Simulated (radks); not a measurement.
Initial-state core-level shifts of the europium ion Eu3+ when its valence configuration changes from [Xe] 4f6. All-electron calculation, scalar-relativistic Kohn-Sham, LDA (Slater exchange, Perdew-Wang correlation), spin-polarised, spherical densities, finite nucleus; open shells are filled with parallel spins first (spin-orbit coupling, left out, can overturn this in heavy ions); Fermi nuclear charge, rms radius 5.1115 fm. Program: a radial shooting solver on a logarithmic mesh with Libxc functionals. Shifts are changes of the shell-averaged eigenvalues in eV (positive: less bound); the change of the density at the nucleus, which sets a Mossbauer isomer shift, is in e/bohr^3, on a base of 6.032e+05.

[
 {"valence": "4f5.5 5d0.5", "1s": "-3.896", "4d": "-4.130", "5s": "-1.972", "5p": "-1.586", "density at nucleus": "+15.77"},
 {"valence": "4f5 6p1", "1s": "-12.321", "4d": "-12.767", "5s": "-8.032", "5p": "-6.994", "density at nucleus": "+39.26"},
 {"valence": "4f4.5 5d0.5 6p1", "1s": "-16.678", "4d": "-17.285", "5s": "-10.057", "5p": "-8.617", "density at nucleus": "+57.38"},
 {"valence": "4f5 5d1", "1s": "-7.989", "4d": "-8.427", "5s": "-3.957", "5p": "-3.175", "density at nucleus": "+32.63"},
 {"valence": "4f5 6s0.5 6p0.5", "1s": "-11.770", "4d": "-12.216", "5s": "-7.502", "5p": "-6.485", "density at nucleus": "+67.72"},
 {"valence": "4f5 6s1", "1s": "-11.217", "4d": "-11.663", "5s": "-6.969", "5p": "-5.972", "density at nucleus": "+96.37"},
 {"valence": "4f5.5 6p0.5", "1s": "-6.018", "4d": "-6.262", "5s": "-4.001", "5p": "-3.489", "density at nucleus": "+18.86"},
 {"valence": "4f4 6s2", "1s": "-23.705", "4d": "-24.395", "5s": "-14.253", "5p": "-12.218", "density at nucleus": "+210.36"},
 {"valence": "4f3.5 5d0.5 6p2", "1s": "-30.489", "4d": "-31.250", "5s": "-18.217", "5p": "-15.695", "density at nucleus": "+104.58"}
]
